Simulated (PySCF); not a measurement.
# MPb cations for M along the second period

CCSD(T) with double-zeta basis sets in PySCF, for the lowest determinant that a PBE0 search found; no spin–orbit coupling. De refers to high-spin ground-configuration atoms (the charge goes to the atom of lower measured ionisation energy or higher electron affinity, which is not always the lowest computed limit).

```
 M                       basis  reference, frozen orbitals  charged atom  state (unpaired electrons)  Re (Å)  ωe (cm⁻¹)  De (eV)
Li          cc-pVDZ/cc-pVDZ-PP                      UHF, 4           Li+          triplet (σ ↑, π ↑)   3.084        225      n/a
Be  aug-cc-pVDZ/aug-cc-pVDZ-PP                     ROHF, 4           Pb+               doublet (π ↑)   2.686        293      n/a
 B                    def2-SVP                      UHF, 5           Pb+          triplet (σ ↑, π ↑)   2.497        363      n/a
 N                    def2-SVP                     ROHF, 5           Pb+              triplet (π ↑↑)   2.297        412      n/a
 O          cc-pVDZ-PP/cc-pVDZ                      UHF, 5           Pb+               doublet (π ↑)   2.122        569      n/a
 F                    def2-SVP                      RHF, 5           Pb+      singlet (closed shell)   2.006        632      n/a
```

The shortest bond is that of PbF⁺ (2.006 Å), the longest that of LiPb⁺ (3.084 Å).

The rows differ in basis set, which adds steps of its own.

The state changes along the series, so neighbouring rows are not always alike in their bonding.

Correlated steps freeze the inner cores (4 to 5 orbitals); shallow outer-core shells are correlated. UHF and ROHF references stand side by side, which adds small steps between rows. These are scalar-relativistic numbers at best; spin–orbit coupling would shift them, the dissociation energy most. The CCSD T1 diagnostic is raised in PbF⁺, a sign that a single reference may not be enough there. States were picked by a PBE0 search and need not be the measured ground states.
